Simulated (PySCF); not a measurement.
Species: Cl₂CrO₂ (singlet state).
Atom-mapped SMILES: `[O:1]=[Cr:2](=[O:3])([Cl:4])[Cl:5]`

The calculation used PBE0-D3(BJ)/def2-SVP geometry optimisation, gas phase (PySCF).

(1) What internal coordinates does the optimisation give?

Results:

(1) 
| bond | length (Å) |
| --- | --- |
| O1=Cr2, Cr2=O3 | 1.524 |
| Cr2–Cl4, Cr2–Cl5 | 2.112 |

Bonds in one row agree within 0.01 Å and their mean is given. A selection of angles:
| angle | degrees |
| --- | --- |
| O1–Cr2–O3 | 108.6 |
| O1–Cr2–Cl4 | 109.4 |
| Cl4–Cr2–Cl5 | 111.9 |

Cr2 (chromium bonded to 2 Cl and 2 O) is tetrahedral (angles from 108.6° to 111.9°).

Point group: C2v (every atom within 0.08 Å of its image). Whether it is a minimum is left open (no frequencies).

Time: 65 s of wall time; peak memory 0.41 GiB. Hardware: one thread of an Arm Neoverse V1 (shared host). This is the geometry optimisation.
The closed-shell solution of the metal species wasn't tested for stability.
